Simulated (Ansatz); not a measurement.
Isolated molecules relaxed with PBE0-D4/def2-TZVP in Ansatz; ΔE leaves out vibrations. CBS: MP2 limit from def2 TZ/QZ plus the TZ coupled-cluster correction, frozen cores. DFT in def2-TZVPP. B3LYP here is the variant with VWN-RPA as its local correlation; programs differ in this. Each species was taken in one conformer, which may not be the lowest.

Consider the substitution at a C–O bond: `C=C=COC` + `C[SiH2]SS` → `C[SiH2]SSC` + `C=C=CO`.

```json
{"level": "PBE-D4", "ΔE (kJ/mol)": "-45.7", "difference from CCSD(T)/CBS": "-1.5"}
{"level": "r2SCAN-D4", "ΔE (kJ/mol)": "-43.3", "difference from CCSD(T)/CBS": "0.9"}
{"level": "B3LYP-D4", "ΔE (kJ/mol)": "-40.3", "difference from CCSD(T)/CBS": "3.9"}
{"level": "ωB97X-V", "ΔE (kJ/mol)": "-38.9", "difference from CCSD(T)/CBS": "5.3"}
{"level": "ωB97M-V", "ΔE (kJ/mol)": "-41.5", "difference from CCSD(T)/CBS": "2.7"}
{"level": "PBE", "ΔE (kJ/mol)": "-44.2", "difference from CCSD(T)/CBS": "0.0"}
{"level": "r2SCAN", "ΔE (kJ/mol)": "-42.9", "difference from CCSD(T)/CBS": "1.3"}
{"level": "B3LYP", "ΔE (kJ/mol)": "-37.8", "difference from CCSD(T)/CBS": "6.4"}
{"level": "HF/def2-TZVPP", "ΔE (kJ/mol)": "-32.0", "difference from CCSD(T)/CBS": "12.2"}
{"level": "MP2/def2-TZVPP", "ΔE (kJ/mol)": "-44.9", "difference from CCSD(T)/CBS": "-0.7"}
{"level": "SCS-MP2/def2-TZVPP", "ΔE (kJ/mol)": "-40.0", "difference from CCSD(T)/CBS": "4.2"}
{"level": "CCSD/def2-TZVPP", "ΔE (kJ/mol)": "-37.6", "difference from CCSD(T)/CBS": "6.6"}
{"level": "HF/def2-QZVPP", "ΔE (kJ/mol)": "-31.9", "difference from CCSD(T)/CBS": "12.3"}
{"level": "MP2/def2-QZVPP", "ΔE (kJ/mol)": "-47.8", "difference from CCSD(T)/CBS": "-3.6"}
{"level": "MP2/CBS(def2)", "ΔE (kJ/mol)": "-50.0", "difference from CCSD(T)/CBS": "-5.8"}
{"level": "CCSD/CBS(def2)", "ΔE (kJ/mol)": "-42.7", "difference from CCSD(T)/CBS": "1.5"}
{"level": "CCSD(T)/CBS", "ΔE (kJ/mol)": "-44.2", "difference from CCSD(T)/CBS": "0"}
```

Largest T1 diagnostic among the species: 0.013.

In def2-TZVPP, CCSD(T) changes the Hartree–Fock value by −7.1 kJ/mol (the triples alone add −1.5 kJ/mol) and MP2 by −12.9 kJ/mol.
